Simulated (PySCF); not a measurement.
SiF2, SMILES F[Si]F (connectivity only; charge and spin as stated), neutral, multiplicity 1. Atoms are numbered in the order given.

```xyz
3

Si     0.0000     0.0000     0.5780
F      0.0000     1.2383    -0.4496
F      0.0000    -1.2383    -0.4496
```

The structure is a stationary point at TPSSh-D3(BJ)/def2-TZVP. The isomer is the one that the SMILES or the coordinates give; other isomers of the formula were not compared.

Level of theory: TPSSh-D3(BJ)/def2-TZVP run with PySCF 2.14.0.

Frequencies are harmonic and unscaled.

```
mode  ν (cm⁻¹)  IR (km/mol)  moving atoms (share of kinetic energy)
----  --------  -----------  --------------------------------------
1          333         16.2                         F 80 %, Si 20 %
2          841        123.7                         F 62 %, Si 38 %
3          856        165.9                         F 56 %, Si 44 %
```
